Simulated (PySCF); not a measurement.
HIPb, singlet, geometry from GFN2-xTB (such geometries of metal compounds can be far from the true shape) (core potentials on I, Pb); CAMB3LYP/def2-SVP, TDA (PySCF).

PySCF was given this input:
```python
from pyscf import gto, scf, dft, tdscf

mol = gto.M(
    atom='''
Pb   -0.623154   -0.475821    0.713820
H    -1.827872   -1.129591   -0.525549
I     0.998613    0.757488   -1.094485
''',
    basis='def2-svp',
    ecp={'I': 'def2-svp', 'Pb': 'def2-svp'},
    charge=0,
    spin=0,
    verbose=3,
)

mf = dft.RKS(mol)
mf.xc = 'camb3lyp'
mf.kernel()
td = mf.TDA()
td.nstates = 15
td.kernel()
td.analyze(verbose=3)
```

Write the output that PySCF gives for this input, abridged.


```
converged SCF energy = -491.169622280255
Excitation energies (eV)
[ 2.52989773  3.67076584  4.07961198  4.30999441  4.78356438  5.61854679
  6.03732912  6.9599261   7.55258654  7.58451895  8.12006386  9.38667264
 10.33066924 10.85618911 10.86915918]

** Singlet excitation energies and oscillator strengths **
Excited State   1:      2.52990 eV    490.08 nm  f=0.0063
Excited State   2:      3.67077 eV    337.76 nm  f=0.0053
Excited State   3:      4.07961 eV    303.91 nm  f=0.0321
Excited State   4:      4.30999 eV    287.67 nm  f=0.0000
Excited State   5:      4.78356 eV    259.19 nm  f=0.0604
Excited State   6:      5.61855 eV    220.67 nm  f=0.0054
Excited State   7:      6.03733 eV    205.36 nm  f=0.1080
Excited State   8:      6.95993 eV    178.14 nm  f=0.1995
Excited State   9:      7.55259 eV    164.16 nm  f=0.0012
Excited State  10:      7.58452 eV    163.47 nm  f=0.3038
Excited State  11:      8.12006 eV    152.69 nm  f=1.7718
Excited State  12:      9.38667 eV    132.09 nm  f=0.9241
Excited State  13:     10.33067 eV    120.02 nm  f=0.1858
Excited State  14:     10.85619 eV    114.21 nm  f=0.1666
Excited State  15:     10.86916 eV    114.07 nm  f=0.0673
```
